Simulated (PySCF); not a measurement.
**Correlation energy of Kr²⁺ (krypton, charge +2)**

[Ar] 3d10 4s2 4p4, high-spin 3P determinant. Computed with PySCF 2.14 in cc-pVDZ-PP with ECP10MDF (4s3p2d, 23 functions), with scalar relativity through the core potential. Frozen: 3s2 3p6 3d10; 6 electrons correlated.

MP2 pair energies summed by pair of shells (mhartree):

```json
{"pair": "4p-4p", "energy": "-36.11", "share (%)": "49.5"}
{"pair": "4s-4p", "energy": "-31.63", "share (%)": "43.4"}
{"pair": "4s-4s", "energy": "-5.14", "share (%)": "7.1"}
```

Total MP2 correlation energy: -72.88 mhartree.

Same-spin part -18.03 and opposite-spin part -54.84 mhartree; SCS-MP2 scales them by 1/3 and 6/5 to -71.82 mhartree.

```json
{"level": "CCSD", "correlation energy (mhartree)": "-88.02"}
{"level": "(T)", "correlation energy (mhartree)": "-0.74"}
{"level": "CCSD(T)", "correlation energy (mhartree)": "-88.76"}
```

Diagnostics: T1 = 0.0054, D1 = 0.0178, largest double amplitude 0.052.

Q: Is a single reference adequate?

A: Yes, within this model without spin-orbit coupling: T1 lies below 0.03 and no double amplitude reaches 0.07.
